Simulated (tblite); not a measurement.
Isomers of C5H14P2S. Level: GFN2-xTB in tblite, geometry and Hessian alike; calculated harmonic values, unscaled, isolated species. The method is semi-empirical: single wavenumbers can be off by several per cent or more. Modes of hydrogen on phosphorus can be 10 to 20 % off. One conformer each.

Electronic energies: GFN2-xTB at the same geometries; isomer energies are rough at this level and their order can be wrong.

| SMILES | electronic energy, lowest = 0 (kcal/mol) |
| --- | --- |
| CC(C)(C)[P@](C)(P)=S | 0.0 |
| CCC[P@@](P)(=S)CC | 4.0 |
| CC[P@@](P)(=S)C(C)C | 2.7 |

How do GFN2-xTB zero-point energies change the relative energies?

| SMILES | ZPE (kcal/mol) | of it from modes above 1550 cm⁻¹ | electronic (kcal/mol) | with ZPE, lowest = 0 (kcal/mol) | lowest mode (cm⁻¹) | rings |
| --- | --- | --- | --- | --- | --- | --- |
| CC(C)(C)[P@](C)(P)=S | 111.1 | 58.2 | 0.0 | 0.0 | 58 | 0 |
| CC[P@@](P)(=S)C(C)C | 111.6 | 57.9 | 2.7 | 3.3 | 55 | 0 |
| CCC[P@@](P)(=S)CC | 111.7 | 57.8 | 4.0 | 4.6 | 44 | 0 |

The zero-point energies span 0.6 kcal/mol, from `CC(C)(C)[P@](C)(P)=S` to `CCC[P@@](P)(=S)CC`. The order is unchanged.

What do entropy and thermal enthalpy add at 298.15 K and 1 bar (rigid rotor, harmonic oscillator, one conformer each)?

| SMILES | point group | symmetry number | S (cal/(mol K)) | H − H(0) (kcal/mol) | ZPE + H − H(0) − TS (kcal/mol) |
| --- | --- | --- | --- | --- | --- |
| CC(C)(C)[P@](C)(P)=S | C1 | 1 | 108.9 | 8.62 | 87.3 |
| CC[P@@](P)(=S)C(C)C | C1 | 1 | 110.6 | 8.61 | 87.3 |
| CCC[P@@](P)(=S)CC | C1 | 1 | 113.0 | 8.62 | 86.7 |
